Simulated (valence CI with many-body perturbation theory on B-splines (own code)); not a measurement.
Level structure of Mo III

Calculated by valence CI with perturbative core correlation (CI+MBPT): four valence electrons over a frozen Dirac-Fock core [Kr], a basis of 9 s, 9 p, 10 d, 8 f, 5 g, 3 h, 1 i functions for each j, with the one-electron correlation potential Σ1, the two-electron term Σ2, the three-electron term Σ3, Breit, model QED; selected CI, second order for the rest, scaled by the run's own slope (own B-spline code, finite nucleus).

Set against measurement, 50 paired levels are off by 357 cm⁻¹ on average, the worst by 1033. These come from a selection out of Sugar and Musgrove, J. Phys. Chem. Ref. Data 17, 155 (1988). Levels without a partner in it may be off by more, other configurations by 1,000 to 8,000 cm⁻¹. Among the levels kept, up to 430 cm⁻¹ of a level comes from second order outside the variational space, and about a tenth of that is noise between levels of different J, which matters for small intervals. Only levels of the ground parity were solved; by the run's estimate the other parity begins above the list, which can be wrong where configurations are misplaced.

Levels 1 to 45 of 62, with energies above the lowest level, 4d4 5D_0. "Leading %" is the weight of the configuration and term that name the level; weights of strongly mixed levels are sums over their largest components and can fall short.

| No. | Configuration | Term | J | E (cm⁻¹) | Leading % | Second component | g |
| --- | --- | --- | --- | --- | --- | --- | --- |
| 1 | 4d4 | 5D | 0 | 0.0 | 97 |  |  |
| 2 | 4d4 | 5D | 1 | 238 | 98 |  | 1.500 |
| 3 | 4d4 | 5D | 2 | 660 | 98 |  | 1.500 |
| 4 | 4d4 | 5D | 3 | 1211 | 98 |  | 1.499 |
| 5 | 4d4 | 5D | 4 | 1859 | 98 |  | 1.498 |
| 6 | 4d4 | 3P | 0 | 11783 | 91 |  |  |
| 7 | 4d4 | 3H | 4 | 12493 | 89 | 5 % 4d4 3G | 0.828 |
| 8 | 4d4 | 3P | 1 | 12997 | 94 |  | 1.494 |
| 9 | 4d4 | 3H | 5 | 13052 | 93 | 5 % 4d4 3G | 1.041 |
| 10 | 4d4 | 3H | 6 | 13565 | 96 |  | 1.163 |
| 11 | 4d4 | 3F | 3 | 14200 | 74 | 22 % 4d4 3G | 1.009 |
| 12 | 4d4 | 3F | 2 | 14202 | 95 |  | 0.673 |
| 13 | 4d4 | 3F | 4 | 14514 | 76 | 13 % 4d4 3G | 1.196 |
| 14 | 4d4 | 3P | 2 | 14836 | 93 |  | 1.492 |
| 15 | 4d4 | 3G | 3 | 16059 | 75 | 22 % 4d4 3F | 0.827 |
| 16 | 4d4 | 3G | 4 | 16467 | 78 | 13 % 4d4 3F | 1.072 |
| 17 | 4d4 | 3G | 5 | 16860 | 93 | 5 % 4d4 3H | 1.192 |
| 18 | 4d4 | 1I | 6 | 19600 | 96 |  | 1.003 |
| 19 | 4d4 | 3D | 3 | 20219 | 96 |  | 1.330 |
| 20 | 4d4 | 3D | 2 | 20296 | 88 | 6 % 4d4 1D | 1.159 |
| 21 | 4d4 | 3D | 1 | 20614 | 96 |  | 0.507 |
| 22 | 4d4 | 1G | 4 | 20953 | 90 | 4 % 4d4 3F | 1.007 |
| 23 | 4d4 | 1D | 2 | 23806 | 84 | 6 % 4d4 3D | 1.011 |
| 24 | 4d4 | 1S | 0 | 24023 | 95 |  |  |
| 25 | 4d4 | 1F | 3 | 27777 | 92 |  | 1.004 |
| 26 | 4d3 5s | 5F | 1 | 32060 | 98 |  | 0.001 |
| 27 | 4d4 | 3P | 2 | 32362 | 90 |  | 1.489 |
| 28 | 4d3 5s | 5F | 2 | 32474 | 95 |  | 1.005 |
| 29 | 4d3 5s | 5F | 3 | 33065 | 93 | 4 % 4d4 3F | 1.242 |
| 30 | 4d4 | 3F | 2 | 33204 | 92 |  | 0.672 |
| 31 | 4d4 | 3F | 4 | 33233 | 92 |  | 1.246 |
| 32 | 4d4 | 3F | 3 | 33426 | 87 | 5 % 4d3 5s 5F | 1.090 |
| 33 | 4d4 | 3P | 1 | 33530 | 92 | 4 % 4d3 5s 3P | 1.500 |
| 34 | 4d3 5s | 5F | 4 | 33861 | 97 |  | 1.348 |
| 35 | 4d4 | 3P | 0 | 34159 | 91 | 4 % 4d3 5s 3P |  |
| 36 | 4d3 5s | 5F | 5 | 34759 | 97 |  | 1.399 |
| 37 | 4d4 | 1G | 4 | 36796 | 87 | 8 % 4d3 5s 1G | 1.005 |
| 38 | 4d3 5s | 3F | 2 | 42396 | 89 | 4 % 4d4 3F | 0.686 |
| 39 | 4d3 5s | 5P | 1 | 42665 | 96 |  | 2.478 |
| 40 | 4d3 5s | 5P | 2 | 42910 | 93 |  | 1.805 |
| 41 | 4d3 5s | 3F | 3 | 43359 | 88 |  | 1.081 |
| 42 | 4d3 5s | 5P | 3 | 43744 | 97 |  | 1.660 |
| 43 | 4d3 5s | 3F | 4 | 44466 | 86 | 6 % 4d3 5s 3G | 1.233 |
| 44 | 4d3 5s | 3G | 3 | 46205 | 94 |  | 0.761 |
| 45 | 4d3 5s | 3G | 4 | 46491 | 84 | 6 % 4d3 5s 3H | 1.048 |

The ionisation energy to 4d3 4F_3/2 of the next ion comes out as 26.911 eV (NIST: 27.13 ± 0.12 eV (semi-empirical)). All 62 levels together are meant to be complete up to 57198 cm⁻¹.
